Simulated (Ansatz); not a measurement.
Coupled-cluster diagnostics for [WO3(OH)]- (WO₄H⁻), Ansatz.

Geometry of the singlet (r2SCAN-D4/def2-SVPD):

```xyz
6

W    -0.239    0.301   -0.251
O    -0.556    1.983    0.156
O     0.632    0.198   -1.779
O    -1.752   -0.588   -0.403
O     0.845   -0.481    1.183
H     1.070   -1.413    1.095
```

In the def2 sets W takes a core potential; there is no spin–orbit coupling. Correlated methods freeze 4 core orbitals; core or outer-core shells of W are correlated, in sets that lack core-valence functions.

Problem. Estimate the CCSD(T) correlation energy, the shares of MP2 and (T), T1 and the reference's ⟨S²⟩ for: charge -1, singlet, own geometry in def2-SVPD; charge 0, doublet, vertical in def2-SVPD; and the rough time on 4 threads of Arm Neoverse V1 on a shared host.

Solution. 
```csv
state,basis,correlation (eV),MP2 share (%),(T) share (%),T1,⟨S²⟩ (pure),wall time,remarks
"charge -1, singlet, own geometry",def2-SVPD,-33.082,100.9,5.1,0.024,0.00 (0.00),27 s,–
"charge 0, doublet, vertical",def2-SVPD,-31.773,96.3,5.1,0.044,1.11 (0.75),2.3 min,spin-contaminated
```
Customary marks for T1 are 0.02 (closed shells), 0.045 (open shells) and about 0.05 (3d metals). T1 exceeds 0.02 in 2 of 2 rows and 0.045 in 0; the higher it lies, the less the single-reference result can be trusted.
